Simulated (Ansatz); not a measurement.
**Molecular dynamics of CH5FOSi**

The input (input.yaml):

```yaml
crystal:
  periodic: [false, false, false]
  atoms:
    - { symbol: Si, position_ang: [0.011345, -0.000157, 0.026489] }
    - { symbol: O, position_ang: [0.052154, -0.406114, 1.628931] }
    - { symbol: C, position_ang: [-1.112982, -0.385774, 2.473619] }
    - { symbol: H, position_ang: [-1.765264, -1.248987, 2.264004] }
    - { symbol: H, position_ang: [-0.769965, -0.442917, 3.516164] }
    - { symbol: H, position_ang: [-1.693687, 0.54418, 2.341612] }
    - { symbol: H, position_ang: [1.424889, -0.004079, -0.435068] }
    - { symbol: H, position_ang: [-0.703094, 1.298931, -0.178524] }
    - { symbol: F, position_ang: [-0.818095, -1.105082, -0.843527] }
basis:
  gaussian: { orbitals: def2-mTZVP }
hamiltonian:
  xc: revpbe
  dispersion: d4
md:
  timestep: 0.5
  n_steps: 500
  ensemble: nvt_nose_hoover
  temperature: 300.0
  initial_velocities: maxwell_boltzmann
  seed: 462301
  nose_hoover: { tau: 50.0, chain_length: 1 }
```

Run as:

```bash
$ ansatz run input.yaml --threads 2 --pin off --max-ram 3072MiB --backend cpu --events-out ev --progress --plain --runs-dir out
```

It starts from a relaxed structure.

Output, in part (step lines, the closing report, with atoms numbered from 0):

```
md step     0: t =     0.00 fs  T =   300.0 K  F+E_penalty+E_count = -13761.49163427 eV  E_kin = 0.271446 eV  conserved = -13761.22018828 eV  (27 SCF iters)
[... lines left out ...]
Total energy: -13761.29959980 eV, -505.7184325488 hartree
Atom 0 at    -0.068884    -0.009987     0.031109 Å, force     0.573264    -0.110287     0.078782 eV/Å
Atom 1 at     0.094116    -0.410512     1.655845 Å, force    -0.952046     0.193930     0.200000 eV/Å
Atom 2 at    -1.085168    -0.304009     2.545522 Å, force    -0.188019    -0.276002    -1.242449 eV/Å
Atom 3 at    -2.034627    -0.356891     1.981329 Å, force     0.134818     0.001188    -0.090648 eV/Å
Atom 4 at    -1.123130    -1.099119     3.269208 Å, force     0.436854    -0.905857     0.250450 eV/Å
Atom 5 at    -1.120161     0.598643     3.128198 Å, force     0.453737     1.016597     0.125160 eV/Å
Atom 6 at     1.339415     0.168937    -0.522260 Å, force    -0.497826     0.075590     0.363502 eV/Å
Atom 7 at    -1.035410     1.106160    -0.134045 Å, force     0.067901     0.291169     0.088108 eV/Å
Atom 8 at    -0.727649    -1.152897    -0.929847 Å, force    -0.028684    -0.286327     0.227094 eV/Å
Dipole moment:    -0.164032     0.243903     0.315031 e Å
```

The steps, from the saved trajectory:

```
time (fs)  T (K)  potential energy less start (eV)  conserved less start (meV/atom)
        0    300                             0.000                             0.00
        8     88                             0.194                             0.11
       16    165                             0.128                             0.06
       24    175                             0.128                             0.07
       32    169                             0.146                             0.06
       40    164                             0.163                             0.06
       48    178                             0.176                             0.10
       56    262                             0.125                             0.04
       64    130                             0.274                             0.14
       72    299                             0.157                             0.10
       80    196                             0.295                             0.12
       88    309                             0.234                             0.14
       96    245                             0.347                             0.16
      104    420                             0.257                             0.15
      112    241                             0.469                             0.26
      120    515                             0.289                             0.13
      128    384                             0.473                             0.28
      136    315                             0.587                             0.28
      144    682                             0.302                             0.13
      152    308                             0.688                             0.36
      160    700                             0.355                             0.12
      168    404                             0.632                             0.34
      176    677                             0.373                             0.26
      184    410                             0.577                             0.27
      192    411                             0.537                             0.37
      200    500                             0.412                             0.15
      208    343                             0.489                             0.29
      216    401                             0.389                             0.12
      224    482                             0.239                             0.03
      232    308                             0.338                             0.24
      240    204                             0.371                             0.12
      248    341                             0.202                             0.15
```

The run went to its last step. The conserved energy stayed within 0.5 meV per atom of its start (net change 0.11 meV per atom), so the integration is sound. The mean temperature of the second half is 45 % above the set value. A run of 0.25 ps of so small a system gives no equilibrium averages.

The same pairs are bonded in the first frame and the last. Pairs count as bonded within 1.25 times the sum of covalent radii (0.12 Å more for H–H).

Last frame:

```xyz
9
Properties=species:S:1:pos:R:3
Si -0.069 -0.010 0.031
O 0.094 -0.410 1.656
C -1.085 -0.304 2.546
H -2.035 -0.357 1.981
H -1.123 -1.099 3.269
H -1.120 0.599 3.128
H 1.339 0.169 -0.522
H -1.035 1.106 -0.134
F -0.728 -1.153 -0.930
```

The run took 14 min on 2 threads of Arm Neoverse V1, with other jobs on the host, peak memory 0.17 GiB.
